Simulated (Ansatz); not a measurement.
Molecule: sum formula H2Si2OCl4, net charge 0, singlet state. SMILES: [SiH](Cl)(O[SiH](Cl)Cl)Cl
Geometry from a B3LYP-D3(BJ)/def2-TZVP (Ansatz, an electronic-structure program) optimisation:
```
O
Si 1 1.6248
Si 1 1.6248 2 145.80
H 3 1.4615 1 108.98 2 -158.43
H 2 1.4615 1 108.98 3 -158.43
Cl 2 2.0423 5 109.58 1 119.64
Cl 3 2.0423 4 109.58 1 119.64
Cl 2 2.0434 5 109.86 1 -120.20
Cl 3 2.0434 4 109.86 1 -120.20
```

Property: atomisation energy (electronic, to ground-state atoms), in eV. Correlated levels leave the core frozen unless marked. UHF or UKS for open shells. Spin-orbit coupling is left out. Non-relativistic. The coupled-cluster limit lacks core correlation, which all-electron functionals hold. Basis-set limits of correlation are two-point, X^-3; Hartree-Fock from the larger set.

| level | program | atomisation energy (eV) | minus last row |
|---|---|---|---|
| HF/aug-cc-pV(D+d)Z | Ansatz | 23.89 | -9.85 |
| PBE-D3(BJ)/def2-TZVPD | Ansatz + dftd3 | 33.51 | -0.23 |
| BLYP/def2-TZVPD | Ansatz | 31.71 | -2.03 |
| revPBE/def2-TZVPD | Ansatz | 31.66 | -2.08 |
| B3LYP/def2-TZVPD | Ansatz | 32.12 | -1.62 |
| PBE0/def2-TZVP | Ansatz | 32.82 | -0.92 |
| r2SCAN0-D4/def2-TZVPD | Ansatz + dftd4 | 33.08 | -0.66 |
| HSE06-D4/def2-TZVPD | Ansatz + dftd4 | 33.21 | -0.53 |
| CAM-B3LYP/def2-TZVPD | Ansatz | 32.65 | -1.09 |
| LC-wPBE-D3(BJ)/def2-TZVPD | Ansatz + dftd3 | 33.25 | -0.49 |
| wB97X/def2-TZVPD | Ansatz | 33.33 | -0.41 |
| MP2/STO-3G | Ansatz | 29.73 | -4.01 |
| MP2/6-31G* | Ansatz | 30.35 | -3.39 |
| RI-MP2/cc-pV(Q+d)Z | Ansatz | 34.43 | 0.69 |
| SCS-MP2/6-31G | Ansatz | 21.92 | -11.82 |
| SCS-MP2/cc-pV(D+d)Z | Ansatz | 30.24 | -3.50 |
| CCSD/aug-cc-pV(D+d)Z | Ansatz | 29.82 | -3.92 |
| CCSD/cc-pV(Q+d)Z | Ansatz | 32.45 | -1.29 |
| CCSD(T)/STO-3G | Ansatz | 30.27 | -3.47 |
| CCSD(T)/cc-pV(D+d)Z | Ansatz | 29.63 | -4.11 |
| CCSD(T)/CBS(cc-pV(T+d)Z,cc-pV(Q+d)Z) | Ansatz | 33.74 | 0.00 |
